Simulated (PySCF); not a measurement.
# Löwdin shares of the frontier orbitals

Mo(CH)(NH2)3, CH7MoN3 (singlet state).
Structure used (PBE0-D3(BJ)/def2-SVP), in Å, numbered top down from 1:
```xyz
12
CH7MoN3 angstrom
Mo     0.0005    0.0007    0.0330
C     -0.0056    0.0163    1.7429
H     -0.0091    0.0260    2.8372
N      1.8973   -0.0369   -0.3947
H      2.2266   -0.0530   -1.3587
H      2.6878   -0.0448    0.2397
N     -0.9187    1.6535   -0.4201
H     -1.3055    2.3519    0.2045
H     -1.0737    1.9306   -1.3881
N     -0.9741   -1.6278   -0.3898
H     -1.1405   -1.9157   -1.3528
H     -1.3850   -2.3009    0.2469
```

Computed with PySCF, TDDFT wB97X-D/def2-SVPD, vertical, gas phase, core orbitals frozen in the response, def2 core potentials past Kr. Spin–orbit coupling is left out.

Kohn–Sham orbitals with the atoms that hold most of them (Löwdin shares over 4%, at most four atoms; ? is withheld):

```csv
orbital,ε (eV),atoms
LUMO+2,1.45,"Mo1 50%, C2 18%, N10 9%, N7 8%"
LUMO+1,1.45,"Mo1 50%, C2 18%, N4 11%, H3 6%"
LUMO,1.37,?
HOMO,?,"N4 28%, N10 28%, N7 28%"
HOMO-1,-8.73,"C2 40%, Mo1 38%, N10 4%, N7 4%"
HOMO-2,-8.73,"C2 40%, Mo1 38%, N4 5%, N7 4%"
HOMO-3,-9.88,"N4 29%, N7 28%, Mo1 23%"
```

Q: Give the leading atoms of the LUMO.

A: Mo1 (bonded to C and 3 N) 60%; H5 (bonded to N) 6%; H11 (bonded to N) 6%; H9 (bonded to N) 5%. By element: molybdenum 60%, hydrogen 16% or more.

Q: What is the HOMO energy, and the HOMO–LUMO gap?

A: ε(HOMO) = -8.43 eV; the gap is 9.80 eV (0.3600 hartree).

Within 0.005 eV of a neighbour in this list lie HOMO-2/HOMO-1 and LUMO+1/LUMO+2 (point group found: C3v); within a degenerate set the shares of single atoms can hang on how the components are chosen.

Q: How does S1 compare with the orbital gap of 9.80 eV?

A: S1 is at 4.37 eV (f = 0.0000), 5.43 eV below the gap, made of HOMO-2/HOMO-1→LUMO+1/LUMO+2 (≥95%). Its leading pair isn't HOMO and LUMO; the energies of that pair differ by 10.18 eV. Without the coupling terms of the response equations the lowest excitation would equal the gap.

For S1 the Löwdin share of molybdenum is 38% in HOMO-2 and 50% in LUMO+1.

Next come S2 at 4.72 eV (f 0.0001), HOMO-2/HOMO-1→LUMO+1/LUMO+2 (≥90%); S3 at 4.72 eV (f 0.0001), HOMO-2/HOMO-1→LUMO+1/LUMO+2 (≥90%); S4 at 5.19 eV (f 0.0000), HOMO→LUMO (74%), HOMO→LUMO+3 (22%); S5 at 5.25 eV (f 0.0086), HOMO→LUMO+1/LUMO+2 (≥34%), HOMO-2/HOMO-1→LUMO+3 (≥19%), HOMO-2/HOMO-1→LUMO (≥18%).

Orbitals of the list HOMO-3 to LUMO+2 that lie within 0.01 eV of each other are written together with a slash and their weights summed (≥ marks a lower bound); for degenerate orbitals outside that list single weights are arbitrary.
